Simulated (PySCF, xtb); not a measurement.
CH5BrOSi, SMILES C[SiH](O)Br.

GFN2-xTB in xtb at its own geometry gives an orbital gap of 6.25 eV and a dipole moment of 7.09 D.

Coordinates come from a PBE-D3(BJ)/def2-SVP optimisation. This is a generated structure with no PubChem entry under its InChIKey; it may be hypothetical. The values are those of a single conformer.

**Question.** What does PBE/def2-TZVP in PySCF give? (Estimate from the structure and the level; the computed values follow.)

**Answer.** gap 6.45 eV (levels -6.96 and -0.50 eV), dipole 2.12 D.
